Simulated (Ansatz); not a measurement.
Potential energy curve for Be2, singlet.

Computed with: RCCSDT(Q) = CCSDT(Q) on RHF/cc-pVTZ, frozen core run with Ansatz (a quantum-chemistry and plane-wave program); FCI = full CI/cc-pVTZ, frozen core run with Ansatz.

Energies relative to the lowest point of each curve near equilibrium, in kJ/mol:

| R / Å | RCCSDT(Q) |
|---|---|
| 1.87 | 65.5 |
| 2.04 | 25.1 |
| 2.15 | 11.7 |
| 2.64 | 0.6 |
| 2.68 | 0.9 |
| 2.76 | 1.6 |
| 3.11 | 4.0 |
| 3.42 | 5.0 |
| 3.75 | 5.5 |
| 4.12 | 5.9 |
| 5.06 | 6.7 |
| 5.52 | 6.9 |

Q: Estimate the FCI values at these points.

A: 1.87: 65.3; 2.04: 25.0; 2.15: 11.6; 2.64: 0.6; 2.68: 0.9; 2.76: 1.6; 3.11: 4.2; 3.42: 5.2; 3.75: 5.7; 4.12: 6.1; 5.06: 6.9; 5.52: 7.2 (kJ/mol).

Also computed but left out beside FCI, since their determinant holds another spin at the minimum (<S²> over 0.7 above the pure value): UHF, UCCSDT, UCCSDT(Q).
